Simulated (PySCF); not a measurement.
## SbS: energy against distance

Set-up: basis Sb def2-SVP with ECP28, S def2-SVP; scalar-relativistic core potentials; PySCF 2.14. Energies in eV from Sb + S in their ground configurations at the same level. State: ²Π (doublet), unpaired electrons π ↑.

All columns are PBE0. A positive dipole means Sb(−)S(+).

```
R (Å)  E (eV)  μ (D)  Mulliken charge on Sb (basis-dependent)  HOMO (eV)  LUMO (eV)  Mayer bond order  ⟨S²⟩
1.920  -1.565  -1.32                                     0.17      -4.73      -2.95              2.29  0.75
2.010  -2.542  -1.67                                     0.20      -4.94      -3.17              2.27  0.75
2.099  -3.073  -2.00                                     0.23      -5.14      -3.38              2.26  0.75
2.166  -3.258  -2.23                                     0.24      -5.28      -3.52              2.25  0.76
2.233  -3.306  -2.44                                     0.25      -5.41      -3.66              2.24  0.76
2.300  -3.251  -2.63                                     0.26      -5.53      -3.80              2.22  0.77
2.389  -3.069  -2.79                                     0.27      -5.69      -3.92              2.13  0.85
2.501  -2.761  -2.77                                     0.26      -5.84      -3.91              1.85  1.12
2.635  -2.369  -2.74                                     0.24      -5.98      -3.82              1.53  1.38
2.814  -1.860  -2.82                                     0.23      -6.11      -3.66              1.24  1.60
```

A fit through these points gives, at Re = 2.227 Å, μ = -2.42 D and dμ/dR = -3.09 D/Å; the reduced mass is 25.29 u.

Q: How strong is the fundamental in the double-harmonic approximation, I = 42.26·(dμ/dR)²/μred km/mol?

A: I = 42.26·(-3.09)²/25.29 = 16.0 km/mol at PBE0.

⟨S²⟩ of the unrestricted solution departs from its pure value on part of the curve, where spin states mix. These are scalar-relativistic numbers at best; spin–orbit coupling would shift them, the dissociation energy most. The state is the lowest determinant that a PBE0 search found; another state may lie lower at other levels.
